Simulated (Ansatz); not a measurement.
K₂H₃⁻. Total charge -1; triplet. Geometry PBE0-D4/def2-TZVP, that of the neutral doublet.

```xyz
5

K     2.358   -2.068   -0.550
K     1.027    1.353    0.716
H     0.308   -0.779   -0.269
H    -1.619    0.457   -0.036
H    -2.073    1.037    0.139
```

At PBE-D4/def2-TZVPD, r2SCAN-D4/def2-TZVPD, PBE0-D4/def2-TZVPD the highest occupied level of the charge -1 triplet lies above zero (up to 0.67 eV). By energy differences its removal costs 0.49 eV (vertical, to the charge 0 doublet, at r2SCAN-D4/def2-TZVPD); a positive level beside a positive removal energy at the same level points to self-interaction error. The structure comes from a short search, and lower isomers may exist.

Estimate the α-spin orbital energies around the gap (eV) in Ansatz with PBE-D4/def2-TZVPD, r2SCAN-D4/def2-TZVPD, PBE0-D4/def2-TZVPD.


| orbital | PBE-D4/def2-TZVPD | r2SCAN-D4/def2-TZVPD | PBE0-D4/def2-TZVPD |
| --- | --- | --- | --- |
| HOMO−5 | -15.17 | -15.82 | -17.26 |
| HOMO−4 | -15.08 | -15.72 | -17.17 |
| HOMO−3 | -7.58 | -8.05 | -9.24 |
| HOMO−2 | -1.57 | -1.71 | -2.66 |
| HOMO−1 | 0.40 | 0.36 | -0.06 |
| HOMO | 0.66 | 0.67 | 0.30 |
| LUMO | 1.31 | 1.34 | 1.59 |
| LUMO+1 | 1.33 | 1.37 | 1.62 |
| LUMO+2 | 1.68 | 1.74 | 1.97 |
| LUMO+3 | 1.73 | 1.82 | 2.03 |
| LUMO+4 | 1.97 | 2.12 | 2.30 |
| LUMO+5 | 2.12 | 2.25 | 2.46 |
| β HOMO | -1.43 | -1.55 | -2.46 |
| β LUMO | 1.06 | 1.03 | 1.54 |
